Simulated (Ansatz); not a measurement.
Two isomers of CH6GeSeSi: A = `[CH2]1[GeH2][SiH2][Se]1`, B = `[SiH3][GeH]1[CH2][Se]1`.

Gas-phase electronic energies from Ansatz, PBE0-D4/def2-TZVP geometries. CBS: MP2 limit from def2 TZ/QZ plus the TZ coupled-cluster correction, frozen cores. DFT in def2-TZVPP. B3LYP here is the variant with VWN-RPA as its local correlation; programs differ in this. For Ge, Se outer-core shells are correlated without core-valence functions, which leaves a few kJ/mol of doubt a bond. Scalar relativity is left out up to krypton.

A:

Z-matrix (Å, degrees):
```
Ge
Si 1 2.375
Se 1 3.083 2 47.6
C 1 1.985 2 86.5 3 -0.6
H 1 1.540 2 117.8 3 -114.3
H 1 1.540 2 117.4 3 112.9
H 2 1.488 1 118.5 3 -113.4
H 2 1.488 1 118.4 3 113.4
H 4 1.089 1 113.3 2 -116.5
H 4 1.089 1 113.4 2 117.8
```

B:

Z-matrix (Å, degrees):
```
Si
Ge 1 2.363
H 1 1.484 2 109.8
H 1 1.487 2 110.7 3 120.6
H 1 1.484 2 106.9 3 -119.7
C 2 1.937 1 118.4 3 137.0
Se 2 2.336 1 113.9 3 75.7
H 2 1.533 1 121.3 3 -67.6
H 6 1.084 2 118.5 1 7.2
H 6 1.084 2 117.9 1 152.0
```

(1) Which is lower in electronic energy at CCSD(T)/CBS, and by how much? (An estimate is asked.)

(2) Give E(B) − E(A) in kcal/mol with PBE0-D4, CCSD(T)/def2-TZVPP, PBE-D4, B3LYP, HF/def2-TZVPP, B2PLYP, ωB97M-V. (Estimate.)

Largest T1 diagnostic: 0.011.

Answers

(1) Ansatz gave: A, by 9.5 kcal/mol.

(2) Ansatz gave: PBE0-D4 10.5, CCSD(T)/def2-TZVPP 9.5, PBE-D4 9.3, B3LYP 8.0, HF/def2-TZVPP 10.1, B2PLYP 8.5, ωB97M-V 10.4. None reverses the order clearly.

From PBE to PBE0 (25 % exact exchange), in def2-TZVPP and without D4, E(B) − E(A) moves by +1.4 kcal/mol. The D4 term adds +1.0 kcal/mol with B3LYP and +0.5 kcal/mol with PBE0; it sums over pairs of atoms, weighted by their polarisabilities, and B3LYP, whose exchange is more repulsive, gets the larger term.
